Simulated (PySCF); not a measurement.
B(F)(Br)(vinyl) (C2H3BBrF), SMILES B(C=C)(F)Br.

Geometry: PBE0-D3(BJ)/def2-SVP. The structure was generated by enumeration, and PubChem lists no compound with its InChIKey, so it may never have been made. One conformer was computed; it need not be the lowest.

The numbers are results of PBE0-D3(BJ)/def2-SVP in PySCF, not measurements.

Frequencies are harmonic and unscaled.

```
mode  ν (cm⁻¹)  IR (km/mol)  moving atoms (share of kinetic energy)
----  --------  -----------  --------------------------------------
1          106          0.0                  C 50 %, H 35 %, F 13 %
2          173          0.1          C 47 %, Br 23 %, H 17 %, F 9 %
3          322          2.1                         F 67 %, Br 21 %
4          387          0.0                          H 53 %, B 38 %
5          436          4.0          C 51 %, H 23 %, B 11 %, F 10 %
6          538         23.8   C 32 %, F 32 %, B 19 %, Br 9 %, H 8 %
7          678         34.6                  B 47 %, H 29 %, C 21 %
8          963         83.7                  H 63 %, B 21 %, C 14 %
9         1027         32.2                          H 76 %, C 24 %
10        1040          8.9                          H 88 %, C 12 %
11        1128        224.3                  B 49 %, H 34 %, C 16 %
12        1267         52.5                  H 57 %, C 22 %, B 13 %
13        1359        150.3          B 45 %, H 27 %, F 17 %, C 11 %
14        1438        160.0                  H 69 %, C 15 %, B 13 %
15        1705         60.3                          C 86 %, H 12 %
16        3153          6.6                                  H 95 %
17        3172          3.0                           H 92 %, C 8 %
18        3256          1.8                          H 89 %, C 11 %
```
